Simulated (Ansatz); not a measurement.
H4OS3Zr (`[OH][Zr]([SH])([SH])[SH]`) at its PBE0-D4/def2-TZVP geometry, where that method's forces vanish. Total charge 0; spin multiplicity 1. Zr: def2 effective core potential.

```json
{"atom": "O1", "x (Å)": "-1.5532", "y (Å)": "0.4604", "z (Å)": "1.0084"}
{"atom": "Zr2", "x (Å)": "-0.1348", "y (Å)": "-0.0196", "z (Å)": "-0.1514"}
{"atom": "S3", "x (Å)": "-0.0784", "y (Å)": "-2.3895", "z (Å)": "-0.7209"}
{"atom": "S4", "x (Å)": "-0.3864", "y (Å)": "1.1834", "z (Å)": "-2.2537"}
{"atom": "S5", "x (Å)": "2.0227", "y (Å)": "0.4657", "z (Å)": "0.8923"}
{"atom": "H6", "x (Å)": "-2.3213", "y (Å)": "0.4675", "z (Å)": "1.5744"}
{"atom": "H7", "x (Å)": "0.0158", "y (Å)": "-2.7159", "z (Å)": "0.5846"}
{"atom": "H8", "x (Å)": "0.9322", "y (Å)": "1.0319", "z (Å)": "-2.4916"}
{"atom": "H9", "x (Å)": "1.5034", "y (Å)": "1.5163", "z (Å)": "1.5579"}
```

(1) For each bond, give half the difference of the two atoms' forces along it (eV/Å; positive pushes the atoms apart) under PBE-D4, r2SCAN-D4, B3LYP-D4, ωB97M-V in def2-TZVPP. (Estimate.)

## Answers

(1) The calculation gave: 
| bond | length (Å) | PBE-D4 | r2SCAN-D4 | B3LYP-D4 | ωB97M-V |
| --- | --- | --- | --- | --- | --- |
| O1–Zr2 | 1.894 | 0.05 | 0.12 | 0.18 | 0.03 |
| O1–H6 | 0.954 | 0.29 | -0.05 | -0.12 | -0.05 |
| Zr2–S3 | 2.438 | 0.04 | 0.05 | 0.09 | 0.06 |
| Zr2–S4 | 2.435 | 0.09 | 0.08 | 0.11 | 0.04 |
| Zr2–S5 | 2.445 | 0.03 | 0.04 | 0.09 | 0.04 |
| S3–H7 | 1.349 | 0.25 | 0.01 | -0.01 | -0.07 |
| S4–H8 | 1.348 | 0.24 | 0.01 | -0.01 | -0.06 |
| S5–H9 | 1.348 | 0.24 | 0.00 | -0.01 | -0.08 |

B3LYP here is the variant with VWN-RPA as its local correlation; programs differ in this.

All numbers were calculated with Ansatz.
